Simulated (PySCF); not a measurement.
**Run times: bismuth in x2c-SVPall-2c with one added diffuse shell each of s, p type**

Measured wall times of calculations with PySCF 2.14 in x2c-SVPall-2c with one added diffuse shell each of s, p type (8s12p7d2f, 93 functions), with two-component X2C-1e, run from one Python driver. Hardware: 1 thread of Intel(R) Xeon(R) Platinum 8488C on a shared host, 1.3 GiB allowed. The two-electron integrals over 93 functions were computed once and kept in memory (8.5 CPU seconds with the set-up); the times below exclude them.

Launch command (the driver calls PySCF for each step listed in the task file):

```bash
OMP_NUM_THREADS=1 python sorun2.py TASK.json OUT
```

```csv
species,step,iterations,wall time (s)
Bi [Xe] 4f14 5d10 6s2 6p3,"GHF, spin-free",8,2.7
Bi [Xe] 4f14 5d10 6s2 6p3,"GMP2 (23 electrons), spin-free",,0.87
Bi [Xe] 4f14 5d10 6s2 6p3,"GHF, screened spin-orbit",11,6.7
Bi [Xe] 4f14 5d10 6s2 6p3,"GMP2 (23 electrons), screened spin-orbit",,0.52
Bi [Xe] 4f14 5d10 6s1 6p4,"GHF, spin-free",8,2.8
Bi [Xe] 4f14 5d10 6s1 6p4,"GMP2 (23 electrons), spin-free",,0.51
Bi [Xe] 4f14 5d10 6s1 6p4,"GHF, screened spin-orbit",11,6
Bi [Xe] 4f14 5d10 6s1 6p4,"GMP2 (23 electrons), screened spin-orbit",,0.49
```

Peak memory of the process: 0.33 GiB. Times on a shared host vary from run to run.
